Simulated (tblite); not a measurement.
Compound: C3H11ClO2Si3.
Atom-mapped SMILES: `[CH3:1][C@@H:2]1[CH2:3][Si@@:4]([O:5][SiH3:6])([SiH2:7][Cl:8])[O:9]1` (hydrogens: H10, H11, H12 on C1; H13 on C2; H14, H15 on C3; H16, H17, H18 on Si6; H19, H20 on Si7)

Computed with GFN2-xTB (tblite), gas phase: L-BFGS steps from a force-field or distance-geometry start until the largest atomic force falls under 0.01 eV/Å.

Step 10: E = -818.6229 eV
```
atom  x, y, z in Å  |  force x, y, z in eV/Å
C1      3.0974   -0.1657   -0.5214    0.066   0.020  -0.039
C2      1.7965    0.5560   -0.2539    0.024   0.013   0.003
C3      0.9469   -0.0059    0.8846   -0.055  -0.047  -0.002
Si4    -0.4453    0.1171   -0.4082   -0.013   0.101   0.115
O5     -1.2710   -1.2183   -0.7934    0.038  -0.042   0.008
Si6    -2.5295   -2.1350   -0.2988   -0.041  -0.024  -0.033
Si7    -1.7616    1.9813   -0.1869   -0.040   0.013   0.013
Cl8    -2.9681    1.7890    1.4193   -0.062  -0.039   0.017
O9      0.8695    0.4306   -1.3553    0.049  -0.018   0.114
H10     3.5961    0.2790   -1.3775    0.025  -0.028  -0.073
H11     3.7450   -0.0684    0.3485   -0.031  -0.026  -0.013
H12     2.9234   -1.2196   -0.7248   -0.068   0.031   0.007
H13     1.9909    1.6269   -0.1090   -0.038  -0.080  -0.067
H14     1.2528   -1.0117    1.1604    0.044   0.013   0.004
H15     0.9170    0.6167    1.7708    0.013   0.014   0.050
H16    -2.4849   -3.3062   -1.1749    0.037   0.116   0.040
H17    -2.3043   -2.4670    1.1111   -0.050   0.023  -0.095
H18    -3.7255   -1.3074   -0.4913    0.078  -0.074   0.038
H19    -1.0063    3.2091    0.0893    0.046   0.039  -0.029
H20    -2.6444    2.3103   -1.3088   -0.022  -0.004  -0.061
```

Step 11: E = -818.6263 eV
```
atom  x, y, z in Å  |  force x, y, z in eV/Å
C1      3.0952   -0.1655   -0.5237    0.077   0.001  -0.028
C2      1.7973    0.5563   -0.2529   -0.013  -0.018  -0.018
C3      0.9532   -0.0078    0.8863   -0.127  -0.036   0.041
Si4    -0.4462    0.1160   -0.4005   -0.020   0.106   0.096
O5     -1.2702   -1.2195   -0.7929    0.067   0.008   0.022
Si6    -2.5294   -2.1336   -0.2990   -0.026  -0.015  -0.041
Si7    -1.7666    1.9838   -0.1877    0.014  -0.027  -0.017
Cl8    -2.9707    1.7860    1.4183   -0.075  -0.030   0.027
O9      0.8681    0.4256   -1.3497    0.018   0.015   0.050
H10     3.5936    0.2770   -1.3798    0.042  -0.015  -0.090
H11     3.7396   -0.0706    0.3467    0.030  -0.011   0.024
H12     2.9202   -1.2191   -0.7238   -0.079   0.006  -0.014
H13     1.9892    1.6269   -0.1099   -0.027  -0.055  -0.061
H14     1.2594   -1.0127    1.1638    0.050   0.007  -0.003
H15     0.9212    0.6155    1.7712    0.022   0.024   0.077
H16    -2.4761   -3.2991   -1.1780    0.022   0.073   0.020
H17    -2.3057   -2.4656    1.1090   -0.048   0.012  -0.058
H18    -3.7241   -1.3066   -0.4902    0.052  -0.059   0.033
H19    -1.0059    3.2101    0.0860    0.028   0.028  -0.027
H20    -2.6473    2.3136   -1.3131   -0.006  -0.013  -0.033
```

Step 12: E = -818.6291 eV
```
atom  x, y, z in Å  |  force x, y, z in eV/Å
C1      3.0945   -0.1655   -0.5261    0.054  -0.016  -0.013
C2      1.7977    0.5556   -0.2520   -0.037  -0.042  -0.015
C3      0.9566   -0.0098    0.8889   -0.120  -0.006   0.071
Si4    -0.4476    0.1165   -0.3924   -0.020   0.074   0.053
O5     -1.2685   -1.2202   -0.7917    0.078   0.050   0.042
Si6    -2.5296   -2.1325   -0.2998    0.023   0.013  -0.040
Si7    -1.7708    1.9856   -0.1887    0.038  -0.032  -0.027
Cl8    -2.9743    1.7830    1.4176   -0.074  -0.019   0.019
O9      0.8669    0.4219   -1.3439   -0.034   0.029  -0.015
H10     3.5921    0.2750   -1.3836    0.046  -0.011  -0.080
H11     3.7355   -0.0727    0.3456    0.077   0.000   0.036
H12     2.9158   -1.2185   -0.7233   -0.074  -0.013  -0.032
H13     1.9870    1.6257   -0.1119   -0.012  -0.017  -0.042
H14     1.2664   -1.0133    1.1666    0.039   0.000  -0.004
H15     0.9255    0.6148    1.7730    0.025   0.021   0.084
H16    -2.4677   -3.2914   -1.1807    0.010   0.012  -0.017
H17    -2.3077   -2.4641    1.1060   -0.044  -0.003  -0.012
H18    -3.7220   -1.3070   -0.4887    0.006  -0.029   0.022
H19    -1.0054    3.2112    0.0825    0.006   0.010  -0.026
H20    -2.6498    2.3164   -1.3172    0.011  -0.023  -0.006
```

Step 13: E = -818.6314 eV
```
atom  x, y, z in Å  |  force x, y, z in eV/Å
C1      3.0948   -0.1658   -0.5284    0.013  -0.023   0.002
C2      1.7973    0.5542   -0.2514   -0.039  -0.045   0.000
C3      0.9574   -0.0116    0.8924   -0.054   0.028   0.075
Si4    -0.4490    0.1180   -0.3849   -0.012   0.034   0.009
O5     -1.2659   -1.2199   -0.7899    0.069   0.068   0.055
Si6    -2.5293   -2.1311   -0.3012    0.069   0.037  -0.030
Si7    -1.7736    1.9864   -0.1900    0.030  -0.014  -0.013
Cl8    -2.9785    1.7801    1.4170   -0.059  -0.008  -0.005
O9      0.8650    0.4195   -1.3393   -0.071   0.029  -0.050
H10     3.5915    0.2730   -1.3881    0.034  -0.019  -0.044
H11     3.7335   -0.0744    0.3453    0.094   0.003   0.016
H12     2.9108   -1.2183   -0.7235   -0.053  -0.018  -0.041
H13     1.9848    1.6242   -0.1144    0.000   0.010  -0.022
H14     1.2732   -1.0136    1.1690    0.013   0.000  -0.001
H15     0.9299    0.6146    1.7762    0.024   0.008   0.075
H16    -2.4602   -3.2847   -1.1834    0.003  -0.038  -0.050
H17    -2.3102   -2.4629    1.1033   -0.039  -0.014   0.021
H18    -3.7201   -1.3076   -0.4871   -0.034   0.000   0.009
H19    -1.0051    3.2122    0.0790   -0.012  -0.006  -0.024
H20    -2.6517    2.3184   -1.3207    0.024  -0.032   0.014
```

Question: Estimate the geometry and energy of step 14. (The exact step hangs on the optimiser's Hessian estimate; all steps are aligned on step 13, rigid shifts and turns removed.)

Answer: E = -818.6333 eV, largest force 0.093 eV/Å
```
atom  x, y, z in Å  |  force x, y, z in eV/Å
C1      3.0953   -0.1665   -0.5302   -0.028  -0.023   0.012
C2      1.7962    0.5525   -0.2508   -0.023  -0.026   0.012
C3      0.9571   -0.0127    0.8966    0.025   0.052   0.053
Si4    -0.4502    0.1202   -0.3783    0.003   0.008  -0.017
O5     -1.2626   -1.2185   -0.7873    0.045   0.058   0.057
Si6    -2.5277   -2.1294   -0.3028    0.083   0.039  -0.016
Si7    -1.7754    1.9867   -0.1914    0.005   0.009   0.015
Cl8    -2.9831    1.7776    1.4164   -0.037   0.002  -0.035
O9      0.8620    0.4179   -1.3364   -0.073   0.022  -0.049
H10     3.5916    0.2709   -1.3926    0.010  -0.032   0.005
H11     3.7335   -0.0757    0.3452    0.082  -0.001  -0.024
H12     2.9055   -1.2185   -0.7245   -0.025  -0.012  -0.040
H13     1.9830    1.6228   -0.1169    0.005   0.018  -0.005
H14     1.2792   -1.0138    1.1710   -0.018   0.008   0.003
H15     0.9342    0.6147    1.7805    0.022  -0.007   0.058
H16    -2.4537   -3.2797   -1.1867   -0.001  -0.058  -0.064
H17    -2.3129   -2.4621    1.1015   -0.034  -0.020   0.033
H18    -3.7191   -1.3081   -0.4856   -0.049   0.016  -0.001
H19    -1.0052    3.2129    0.0755   -0.024  -0.015  -0.021
H20    -2.6528    2.3195   -1.3232    0.031  -0.038   0.025
```

The energy changes by -0.0019 eV. The first-order estimate −F·Δx gives -0.0027 eV and the mean of the old and new forces, exact on a quadratic surface, -0.0019 eV. The step makes an angle of 63° with the force vector and moves no atom by more than 0.009 Å.

What follows is the cost of the whole relaxation. On Intel Xeon at 2.50 GHz, one thread, no GPU, shared host, this took 11 s wall, 7.8 s CPU.
